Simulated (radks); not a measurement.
Species: Cs LII. Configuration: 1s1.75 2s2 3d0.25 (fractional occupations, a model configuration). Calculated with a radial shooting solver on a logarithmic mesh with Libxc functionals: Dirac Kohn-Sham, PBE, spin-unpolarised, spherical densities, point nucleus; open shells fill j = l - 1/2 first.

Spin-orbit splittings of the eigenvalues, e(l+1/2) - e(l-1/2), with zeta = 2 splitting/(2l+1) and mean radii in bohr:

[
 {"shell": "2p", "occ.": "0", "splitting (eV)": "416.1", "zeta (eV)": "277.4", "<r> j=l-1/2": "0.08744", "<r> j=l+1/2": "0.09266"},
 {"shell": "3d", "occ.": "0.25", "splitting (eV)": "34.75", "zeta (eV)": "13.90", "<r> j=l-1/2": "0.1974", "<r> j=l+1/2": "0.1999"}
]
